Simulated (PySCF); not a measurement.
A structure optimised at PBE0-D3(BJ)/def2-SVP, used in a PySCF frequency run:

```
C
H 1 1.1037
H 1 1.1037 2 106.80
Si 1 1.8822 2 108.63 3 117.00
H 4 1.4954 1 110.28 2 62.29
H 4 1.4954 5 108.34 1 -120.78
H 4 1.4956 5 108.48 6 -117.56
Si 1 1.8822 2 108.63 3 -117.00
H 8 1.4954 1 110.28 2 -62.29
H 8 1.4954 9 108.34 1 120.78
H 8 1.4956 9 108.48 10 117.56
```

Write its SMILES, formula and point group.

[SiH3]C[SiH3], CH8Si2, C2v

What are its rotational constants (standard atomic weights)?

18.359, 2.8713, 2.6808 GHz
